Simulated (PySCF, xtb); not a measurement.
Sn(H)(OH)2(NH2) (H5NO2Sn), SMILES [NH2][SnH]([OH])[OH]. Other conformers were not sampled.

Harmonic wavenumbers (cm⁻¹) from GFN2-xTB run with xtb 6.7.1 at its own minimum, in rising order: 109, 133, 149, 158, 233, 259, 426, 485, 492, 501, 530, 726, 793, 799, 827, 1478, 1680, 3370, 3415, 3645, 3670.

Q: What does PySCF 2.14.0 with B3LYP-D3(BJ)/def2-SVP give at its own minimum? (The exact figures need the calculation; the answer reports its results.)

A: 94, 135, 157, 175, 210, 288, 509, 538, 583, 613, 620, 639, 829, 856, 868, 1531, 1917, 3504, 3602, 3816, 3824. Paired by order, the mean absolute difference is 80 cm⁻¹ and the zero-point energies are 34.1 and 36.2 kcal/mol.
